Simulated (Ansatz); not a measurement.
A run for Ansatz (a quantum-chemistry and plane-wave program): R-B97M-V/def2-TZVPPD on HF (SMILES F). Files ending in .json are basis or fitting sets from the Basis Set Exchange.

Ansatz 0.2 input:
```yaml
crystal:
  periodic: [false, false, false]
  atoms:
    - {symbol: F, position_ang: [-0.08209952, 0.19386140, -0.50397270]}
    - {symbol: H, position_ang: [-0.06940098, 0.09894462, 0.41765146]}
basis:
  gaussian:
    orbitals: def2-TZVPPD.json
hamiltonian:
  xc: {name: B97M-V}
scf: {lower_state_search: off}
```

The log:

```
WARN ansatz: RAYON_NUM_THREADS=1 ignored (pool sized by the plan → 1); use --threads N
Functional definition: B97M-V
these checks for a lower state are left out or cut short: stability, starts, cluster_reference, orbital_swaps, neighbouring_geometries, increment
integrals: 0.01 GiB planned
256 factors; their error is unknown
mean field: 0.10 GiB planned
mean field evaluation 1: about -2731.9325 eV, gradient 3.3e1 eV
mean field evaluation 2: about -2728.7876 eV, gradient 5.8e1 eV
mean field evaluation 4: about -2733.4569 eV, gradient 3.3e-1 eV
mean field evaluation 8: about -2733.4564 eV, gradient 2.6e-4 eV
mean field -2733.45640913 eV, -100.4526702323 hartree, gradient 1.1e-6 eV, S^2 0.000000; 0 other end points of the search recorded, 0 dependent functions left out
reference -2733.45646386 eV, -100.4526722436 hartree; 5, 5 occupied and 52, 52 virtual orbitals, 256 factors
Total energy: -2733.45646386 eV, -100.4526722436 hartree
Checks for a lower state left out: stability, starts, cluster_reference, orbital_swaps, neighbouring_geometries, increment
```

Self-consistency was reached.

Cost: about 0.3 core-seconds (a rough figure).
